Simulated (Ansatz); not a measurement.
## Molecular dynamics of Si₁₆B

The input (input.yaml):

```yaml
accuracy: low
crystal:
  lattice:
    - [0.0, 5.43, 5.43]
    - [5.43, 0.0, 5.43]
    - [5.43, 5.43, 0.0]
  atoms:
    - { symbol: Si, position: [0.05082114, -0.1266112, 0.00421898] }
    - { symbol: Si, position: [0.09716702, 0.21015856, 0.01823935] }
    - { symbol: Si, position: [-0.13996529, 0.14160094, 0.41197149] }
    - { symbol: Si, position: [0.31030553, 0.00332854, 0.54674825] }
    - { symbol: Si, position: [-0.01202202, 0.56560087, 0.01366595] }
    - { symbol: Si, position: [0.18551196, 0.5325499, 0.16273893] }
    - { symbol: Si, position: [-0.00542023, 0.46997613, 0.57621511] }
    - { symbol: Si, position: [0.06163307, 0.80343424, 0.63615886] }
    - { symbol: Si, position: [0.43948198, 0.03733272, 0.04903564] }
    - { symbol: Si, position: [0.6722977, 0.06418303, 0.12127478] }
    - { symbol: Si, position: [0.71173386, -0.09171552, 0.44806903] }
    - { symbol: Si, position: [0.44732454, 0.15882999, 0.68778535] }
    - { symbol: Si, position: [0.56627974, 0.47194301, 0.02826447] }
    - { symbol: Si, position: [0.58975795, 0.67069846, 0.15012941] }
    - { symbol: Si, position: [0.43260975, 0.53082206, 0.50974705] }
    - { symbol: Si, position: [0.63225345, 0.58700347, 0.6367392] }
    - { symbol: B, position: [0.14954719, 0.17761659, 0.74338316], spin: 1.0 }
magnetization:
  spin_polarized: true
basis:
  ecutwfc: 420.0
kpoints:
  mp_grid: { grid: [2, 2, 2] }
hamiltonian:
  xc: pbesol
  pseudopotentials: { kind: paw, azcp: { folder: soft_1 } }
scf:
  occupations: { method: fermi_dirac, width: 0.02 }
  lower_state_search: "off"
md:
  timestep: 1
  n_steps: 100
  ensemble: nvt_nose_hoover
  temperature: 2100.0
  initial_velocities: maxwell_boltzmann
  seed: 911281
  nose_hoover: { tau: 200.0, chain_length: 3 }
```

Launched with:

```bash
$ ansatz run input.yaml --threads 1 --pin off --max-ram 3072MiB --backend cpu --events-out ev --progress --plain --runs-dir out
```

It goes on from the last frame of an earlier run, with new velocities.

Output, in part (warnings, step lines):

```
WARN: the starting moments were not kept: the SCF closed with an absolute magnetisation of 1.2e-5 μB, where they sum to 1 μB in size (1 site). That is at most 0.1 of that sum. Measured as dr2_m measures the in/out step, that magnetisation stands 4.2e-12 eV from none, at or under the dr2_threshold …
md step     0: t =     0.00 fs  T =  2100.0 K  F+E_penalty+E_count = -10088.26066639 eV  E_kin = 4.343136 eV  conserved = -10083.91753043 eV  (14 SCF iters)
md step     1: t =     1.00 fs  T =  2106.2 K  F+E_penalty+E_count = -10088.27362709 eV  E_kin = 4.356023 eV  conserved = -10083.91760364 eV  (8 SCF iters)
md step     2: t =     2.00 fs  T =  2111.7 K  F+E_penalty+E_count = -10088.28500957 eV  E_kin = 4.367311 eV  conserved = -10083.91769799 eV  (8 SCF iters)
md step     3: t =     3.00 fs  T =  2115.8 K  F+E_penalty+E_count = -10088.29358358 eV  E_kin = 4.375776 eV  conserved = -10083.91780506 eV  (8 SCF iters)
md step     4: t =     4.00 fs  T =  2117.8 K  F+E_penalty+E_count = -10088.29793144 eV  E_kin = 4.380010 eV  conserved = -10083.91791553 eV  (8 SCF iters)
md step     5: t =     5.00 fs  T =  2117.1 K  F+E_penalty+E_count = -10088.29659106 eV  E_kin = 4.378559 eV  conserved = -10083.91802055 eV  (8 SCF iters)
md step     6: t =     6.00 fs  T =  2113.0 K  F+E_penalty+E_count = -10088.28819436 eV  E_kin = 4.370063 eV  conserved = -10083.91811269 eV  (8 SCF iters)
md step     7: t =     7.00 fs  T =  2104.9 K  F+E_penalty+E_count = -10088.27158498 eV  E_kin = 4.353370 eV  conserved = -10083.91818741 eV  (8 SCF iters)
[... lines left out ...]
md step   100: t =   100.00 fs  T =  2273.1 K  F+E_penalty+E_count = -10088.49188986 eV  E_kin = 4.701187 eV  conserved = -10083.91889594 eV  (7 SCF iters)
```

The steps, from the saved trajectory:

| time (fs) | T (K) | potential energy less start (eV) | conserved less start (meV/atom) |
| --- | --- | --- | --- |
| 0 | 2100 | 0.000 | 0.00 |
| 3 | 2116 | -0.033 | -0.02 |
| 6 | 2113 | -0.028 | -0.03 |
| 9 | 2075 | 0.050 | -0.05 |
| 12 | 1994 | 0.218 | -0.05 |
| 15 | 1869 | 0.477 | -0.04 |
| 18 | 1717 | 0.793 | -0.01 |
| 21 | 1571 | 1.095 | 0.02 |
| 24 | 1470 | 1.306 | 0.04 |
| 27 | 1435 | 1.379 | 0.04 |
| 30 | 1463 | 1.322 | 0.02 |
| 33 | 1536 | 1.173 | 0.01 |
| 36 | 1640 | 0.961 | 0.01 |
| 39 | 1767 | 0.702 | 0.00 |
| 42 | 1905 | 0.420 | -0.01 |
| 45 | 2028 | 0.169 | -0.03 |
| 48 | 2110 | 0.004 | -0.03 |
| 51 | 2141 | -0.055 | -0.03 |
| 54 | 2128 | -0.023 | -0.01 |
| 57 | 2082 | 0.075 | -0.01 |
| 60 | 2007 | 0.235 | -0.01 |
| 63 | 1901 | 0.459 | 0.00 |
| 66 | 1773 | 0.728 | 0.00 |
| 69 | 1634 | 1.020 | 0.01 |
| 72 | 1497 | 1.308 | 0.02 |
| 75 | 1382 | 1.549 | 0.04 |
| 78 | 1322 | 1.679 | 0.08 |
| 81 | 1350 | 1.626 | 0.09 |
| 84 | 1486 | 1.350 | 0.07 |
| 87 | 1703 | 0.909 | 0.01 |
| 90 | 1933 | 0.439 | -0.05 |
| 93 | 2117 | 0.068 | -0.07 |
| 96 | 2231 | -0.158 | -0.06 |
| 99 | 2276 | -0.240 | -0.07 |

All steps were run. The conserved energy stayed within 0.095 meV per atom of its start (net change -0.08 meV per atom), so the integration is sound. The mean temperature of the second half is 13 % below the set value. A run of 0.1 ps of so small a system gives no equilibrium averages. Limits of this set-up: coarse k mesh, PAW files made for another functional, a small cell, in which the defect meets its images, low accuracy level.

Mean squared displacements from the first frame to the last, about the centre of mass: Si 0.44 Å², B 0.47 Å².

Last frame:

```xyz
17
Lattice="0.0000 5.4300 5.4300 5.4300 0.0000 5.4300 5.4300 5.4300 0.0000" Properties=species:S:1:pos:R:3
Si -0.429 -0.612 -0.077
Si 1.046 0.705 1.551
Si 3.298 2.603 0.246
Si 3.371 4.315 1.887
Si 2.827 0.007 3.017
Si 4.507 1.365 4.173
Si 5.624 3.003 2.483
Si 7.128 3.769 4.107
Si 0.200 2.588 2.760
Si 1.276 4.387 3.652
Si 1.972 6.535 3.010
Si 4.159 6.423 3.926
Si 3.095 2.965 4.962
Si 4.132 3.945 7.078
Si 5.455 5.225 5.525
Si 6.821 7.218 6.126
B 4.954 5.061 2.423
```

The run took 30 min on 1 thread of Arm Neoverse V1 (shared host), peak memory 0.67 GiB.
